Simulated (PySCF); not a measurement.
## Two-component Hartree-Fock for Ag⁺ (silver, charge +1)

Start: [Kr] 4d9 5s1; 4d3/2 filled at m_j = -3/2, -1/2, +1/2, +3/2; 4d5/2 filled at m_j = -3/2, -1/2, +1/2, +3/2, +5/2; 5s1/2 filled at m_j = +1/2. Calculated with PySCF 2.14 in x2c-SVPall-2c with one added diffuse shell each of s, p, d type (7s9p7d1f, 76 functions): generalised Hartree-Fock with the X2C-1e Hamiltonian and a Gaussian nucleus; one run each with spin-orbit coupling (SO) switched off, then screened by Boettger's factors. This is a chosen level, not necessarily the ground level.

| spinor shell | electrons | ε, spin-free (eV) | ε, screened SO (eV) | weight of nominal j (screened SO) | rms radius, screened SO (bohr) |
| --- | --- | --- | --- | --- | --- |
| 1s1/2 | 2 | -25655.4 | -25653.5 | 1.000 | 0.0357 |
| 2s1/2 | 2 | -3874.3 | -3873.7 | 1.000 | 0.146 |
| 2p1/2 | 2 | -3470.6 | -3592.2 | 1.000 | 0.127 |
| 3s1/2 | 2 | -758.33 | -758.16 | 1.000 | 0.392 |
| 3p1/2 | 2 | -622.19 | -644.39 | 1.000 | 0.387 |
| 3p3/2 | 4 | -622.19 | -611.82 | 1.000 | 0.398 |
| 3d3/2 | 4 | -407.80 | -411.67 | 0.999 | 0.374 |
| 3d5/2 | 6 | -407.80 | -405.04 | 0.999 | 0.377 |
| 4s1/2 | 2 | -129.61 | -129.57 | 1.000 | 0.979 |
| 4p1/2 | 2 | -87.647 | -92.095 | 0.986 | 1.05 |
| 4p3/2 | 4 | -87.647 | -85.524 | 0.993 | 1.08 |
| 4d3/2 | 4 | -26.884 | -27.543 | 0.893 | 1.43 |
| 4d5/2 | 5 | -26.884 | -26.373 | 0.915 | 1.45 |
| 5s1/2 | 1 | -15.281 | -15.282 | 0.999 | 3.16 |

Problem. Where does 2p3/2 lie, and what is the 2p spin-orbit splitting (screened SO)?

Solution. At -3414.4 eV, 177.82 eV above 2p1/2.

```tsv
quantity	spin-free	screened SO
E (hartree)	-5311.44860	-5312.41299
M_J	3	3
⟨J²⟩	12.005	12.005
⟨L²⟩	6.005	6.019
⟨S²⟩	2.000	2.015
```

Each row is a mean over spinors that exchange with the open shell spreads, by up to 5.461 eV (4p3/2).

Rows whose weight is well below 1 are mixtures of j = l ± 1/2: exchange outweighs spin-orbit coupling there, and the label is only the starting occupation.

Breit and QED terms are absent; they matter most for the inner s and p1/2 levels.

Densities and radii are taken from the X2C orbitals without a picture-change correction, which distorts them close to the nucleus.

Without spin-orbit coupling the j labels of p, d and f shells carry no meaning; the spin-free column gives the mean over the occupied spinors of each nl shell.
